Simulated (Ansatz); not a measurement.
The standard entropy of CBrCl2F (bromodichlorofluoromethane) from a frequency calculation

A singlet with charge 0, relaxed at HF/6-31G* (Cartesian functions) (Ansatz 0.2.0):

```xyz
5

F    -0.1433    0.0657    1.3744
C    -0.0055   -0.0427    0.0637
Cl    1.2570   -1.2219   -0.2551
Cl   -1.5420   -0.5726   -0.6030
Br    0.4834    1.6980   -0.6212
```

Harmonic wavenumbers in cm⁻¹: 223, 239, 332, 367, 429, 545, 902, 954, 1261.

Masses in u: F 18.998, C 12.011, Cl 35.45, Br 79.904. Take T = 298.15 K, p = 1 bar, R = 8.3145 J/(mol K), kT/hc = 207.22 cm⁻¹, rigid rotor and harmonic oscillator.

Work out S° at 298 K.


1. Translation (Sackur–Tetrode): S = R[3/2 ln M + 5/2 ln T − 1.1517] with M = 181.813 gives 173.7 J/(mol K).
2. Rotation: principal moments 207.341, 339.540, 429.164 u Å² give A, B, C = 0.0813, 0.0496, 0.0393 cm⁻¹; the symmetry number is σ = 1; q = (√π/σ)√((kT/hc)³/ABC) = 419991; S = R(ln q + 3/2) = 120.1.
3. Vibration: with u = ν̃/207.22, each mode gives R[u/(eᵘ − 1) − ln(1 − e⁻ᵘ)]; the sum is 32.6, most from 223 cm⁻¹ (8.1), 239 cm⁻¹ (7.6), 332 cm⁻¹ (5.2).
4. Electronic: R ln 1 = 0.0, from the spin multiplicity alone.
5. Sum: 173.7 + 120.1 + 32.6 + 0.0 = 326.4 J/(mol K).

The tabulated value is 330.6 J/(mol K) (CRC Handbook of Chemistry and Physics): the model is off by -4.2.
